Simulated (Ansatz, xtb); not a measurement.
Conformers of C2H6OSn (SMILES C[O][Sn][CH3]), B3LYP-D3(BJ)/def2-TZVP minima from an xTB search, which can miss the lowest.
Conformer 1 (charge 0, multiplicity 1):
```xyz
10

C     -2.1113    -0.0646     0.1864
O     -0.7676    -0.0273    -0.2396
Sn     0.8114     0.0536     0.9878
C      2.2053     0.0651    -0.7129
H     -2.6558     0.7938    -0.2206
H     -2.5946    -0.9753    -0.1826
H     -2.2183    -0.0449     1.2796
H      2.8728    -0.7994    -0.6665
H      2.8263     0.9644    -0.6948
H      1.6318     0.0346    -1.6392
```

Cores are frozen in the correlated methods. Filled d and f shells under p-block atoms count as core. CBS(a, b) extrapolates the correlation energy as X⁻³ and adds the Hartree–Fock energy of set b. MP2 and its Hartree–Fock in def2-QZVPP are density fitted.

Programs: Ansatz (a program for electronic structure) with Gaussian orbitals; xtb for the GFN methods. Values without a source in brackets are computed. In def2 rows elements past Kr take small-core potentials, without spin–orbit coupling.

Electronic energies of 2 conformers above conformer 1 (kcal/mol):

```json
[
 {"level": "GFN2-xTB", "conformer 1": "0.00", "conformer 2": "-3.13"},
 {"level": "PBE/def2-TZVPP", "conformer 1": "0.00", "conformer 2": "0.69"},
 {"level": "wB97M-V/def2-TZVPP", "conformer 1": "0.00", "conformer 2": "0.27"},
 {"level": "MP2/CBS(def2-TZVPP, def2-QZVPP) + ΔCCSD(T)/def2-SVP", "conformer 1": "0.00", "conformer 2": "0.38"}
]
```

Q: Give Boltzmann populations at 298.15 K for each level, counting each conformer once and leaving out zero-point, thermal and symmetry terms.

A: 
Weights exp(−E/RT) with RT = 0.5925 kcal/mol, divided by their sum:
- GFN2-xTB: 1 %, 99 %
- PBE/def2-TZVPP: 76 %, 24 %
- wB97M-V/def2-TZVPP: 61 %, 39 %
- MP2/CBS(def2-TZVPP, def2-QZVPP) + ΔCCSD(T)/def2-SVP: 65 %, 35 %
The share of conformer 1 runs from 1 to 76 % over these levels.
